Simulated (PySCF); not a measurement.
## How methods differ on the excitation energy of Al⁺

Al⁺ [Ne] 3s2 (1S) → Al⁺ [Ne] 3s1 4s1 (3S), as a difference of total energies. All numbers are calculated (PySCF 2.14, the non-relativistic Hamiltonian (point nucleus), in aug-cc-pwCVTZ (8s7p5d3f, 75 functions)). Correlated levels: valence and next inner shell: 1s2 frozen. The calculations carry no spin-orbit coupling.

| method | excitation energy (eV) |
| --- | --- |
| UHF | 10.247 |
| MP2 (valence and next inner shell) | 11.099 |
| SCS-MP2 (valence and next inner shell) | 11.273 |
| CCSD (valence and next inner shell) | 11.234 |
| CCSD(T) (valence and next inner shell) | 11.269 |

Problem. How much does correlation contribute at CCSD(T) (valence and next inner shell)?

Solution. 11.269 − (10.247) = 1.022 eV, measured against UHF.

Errors of the correlated levels include the incompleteness of this basis and the frozen core.

For comparison: 11.317 eV (measured; NIST levels).
